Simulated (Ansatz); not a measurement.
One geometry of the cluster Se₆⁺, several levels of theory.

```yaml
crystal:
  periodic: [false, false, false]
  atoms:
    - {symbol: Se, position_ang: [1.054670, -1.930021, 0.106072]}
    - {symbol: Se, position_ang: [1.074095, 1.638149, -1.004404]}
    - {symbol: Se, position_ang: [-2.172030, -0.095527, -0.349916]}
    - {symbol: Se, position_ang: [-1.053067, 1.930687, -0.105501]}
    - {symbol: Se, position_ang: [2.170768, 0.097778, 0.352767]}
    - {symbol: Se, position_ang: [-1.074426, -1.641067, 1.000971]}
basis:
  gaussian: {orbitals: def2-SVP, initial_orbitals: start.molden}
total_charge: 1
magnetization: {spin_polarized: true, initial_magnetization: 1}
hamiltonian: {xc: pbe0, dispersion: d4}
scf: {omitted_lower_state_checks: [starts]}
output: {orbitals: {seedname: orbitals}}
```

The file start.molden holds the orbitals of an earlier run on this structure, at another level or in another basis.

```sh
$ ansatz run in.yaml --threads 4 --pin off --events-out ev --progress --plain --max-ram 4787MiB
```

Output, abridged:

```
Functional definition: PBE0
1842 factors; integrals over basis functions are off by at most 6.8e-4 eV
mean field evaluation 1: about -391998.0815 eV, gradient 8.2e0 eV
mean field evaluation 2: about -391998.2810 eV, gradient 2.5e-1 eV
mean field evaluation 4: about -391998.3068 eV, gradient 3.0e-3 eV
mean field -391998.30676892 eV, -14405.6720677624 hartree, gradient 2.6e-5 eV, S^2 0.758741; 0 other end points of the search recorded, 0 dependent functions left out
reference -391998.30679343 eV, -14405.6720686630 hartree; 102, 101 occupied and 90, 91 virtual orbitals, 1842 factors
Total energy: -391998.76435828 eV, -14405.6888838613 hartree
Checks for a lower state left out: starts
```

Run time 17 s (4 threads of Arm Neoverse V1 on a shared host), peak host memory 1.2 GiB.

As the first input, with `hamiltonian: {xc: pbe}`, `correlation: {method: rpa}` and without the key `output` (abridged; 17 s):

```
Functional definition: PBE
mean field -391986.91446201 eV, -14405.2534082053 hartree, gradient 3.9e-6 eV, S^2 0.751779
54 core orbitals not correlated: weight in the atoms' cores, before any rotation towards them, 1.000 or more for the frozen orbitals, at most 0.000 for the correlated occupied ones
Total energy: -391814.96833556 eV, -14398.9345046076 hartree
Checks for a lower state left out: starts
```

First input, but with `hamiltonian: {xc: r2scan, dispersion: d4}` (abridged; 16 s):

```
Functional definition: r2SCAN
mean field -392044.16002215 eV, -14407.3571437382 hartree, gradient 1.3e-5 eV, S^2 0.754161
Total energy: -392044.26999151 eV, -14407.3611850376 hartree
Checks for a lower state left out: starts
```

First input, but with `hamiltonian: {xc: pbe, dispersion: d4}`, `output: {forces: true, orbitals: {seedname: orbitals}}` (abridged; 7 s):

```
Functional definition: PBE
mean field -391986.91445192 eV, -14405.2534078345 hartree, gradient 1.5e-5 eV, S^2 0.751779
Total energy: -391987.43570382 eV, -14405.2725634887 hartree
Atom 0 force     0.197720    -0.416126    -0.131924 eV/Å
Atom 1 force     0.199775     0.266608    -0.343429 eV/Å
Atom 2 force    -0.421324    -0.066330    -0.219219 eV/Å
Atom 3 force    -0.195545     0.417628     0.131353 eV/Å
Atom 4 force     0.420742     0.065143     0.218957 eV/Å
Atom 5 force    -0.201369    -0.266924     0.344262 eV/Å
Dipole moment:    -0.001088    -0.000869     0.000295 e Å
Checks for a lower state left out: starts
```

As the first input, with `hamiltonian: {xc: lda}` (abridged; 3.1 s):

```
Functional definition: SPW92
mean field -391487.53321578 eV, -14386.9014858991 hartree, gradient 3.6e-5 eV, S^2 0.750755
Total energy: -391487.53324693 eV, -14386.9014870439 hartree
Checks for a lower state left out: starts
```

The first input with `hamiltonian: {xc: {name: BHLYP}, dispersion: d4}` (abridged; 22 s):

```
Functional definition: BHLYP
mean field -392041.41250530 eV, -14407.2561743563 hartree, gradient 2.0e-5 eV, S^2 0.769171
Total energy: -392042.29538564 eV, -14407.2886196100 hartree
Checks for a lower state left out: starts
```

As the first input, with `correlation: {method: mp2}` and without the key `hamiltonian` (abridged; 35 s):

```
Functional definition: HF
mean field evaluation 16: about -391763.4960 eV, gradient 1.9e-6 eV
mean field -391763.49595235 eV, -14397.0429294138 hartree, gradient 1.9e-6 eV, S^2 0.800438
54 core orbitals not correlated: weight in the atoms' cores, before any rotation towards them, 1.000 or more for the frozen orbitals, at most 0.000 for the correlated occupied ones
second order -37.75550133 eV of doubles, -0.00000000 eV of singles
Total energy: -391801.25145368 eV, -14398.4304184960 hartree
Checks for a lower state left out: starts
```

Geometry: PBE0-D4/def2-SVP.

Correlated methods freeze 54 core orbitals; core or outer-core shells of Se are correlated, in sets that lack core-valence functions. Another isomer (doublet) lies 0.04 eV lower at PBE0-D4/def2-SVP; other spin states weren't run for this one.
